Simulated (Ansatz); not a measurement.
Molecule: sum formula SiN2H5Cl2, net charge 1, singlet state. It need not be the lowest isomer of its formula. 
Coordinates optimised at B3LYP-D3(BJ)/def2-TZVP (Ansatz, a first-principles code):
```xyz
10

Si    -0.1644    -0.2217     0.0101
Cl    -0.0577     0.7754    -1.7288
Cl     0.0259     0.8692     1.6844
N      1.5055    -1.1328    -0.0058
N     -1.3570    -1.3812     0.0712
H      1.5794    -1.7539    -0.8151
H      1.6198    -1.7086     0.8318
H     -1.8668    -1.6774    -0.7487
H     -1.8256    -1.6312     0.9302
H      2.2958    -0.4844    -0.0430
```
Charge +1, spin multiplicity 1.

Basis-set convergence of Hartree-Fock and CCSD correlation energies (hartree) with Ansatz. Valence correlation only, unless marked. No spin-orbit coupling. No relativistic terms.

```json
[
 {"basis": "cc-pV(D+d)Z", "functions": "122", "E(HF)": "-1319.71166", "E(corr, CCSD)": "-0.76199"},
 {"basis": "cc-pV(T+d)Z", "functions": "247", "E(HF)": "?", "E(corr, CCSD)": "?"}
]
```

Question: What belongs in the gaps?

Answer: 
- cc-pV(T+d)Z, E(HF): -1319.80470
- cc-pV(T+d)Z, E(corr, CCSD): -0.96943
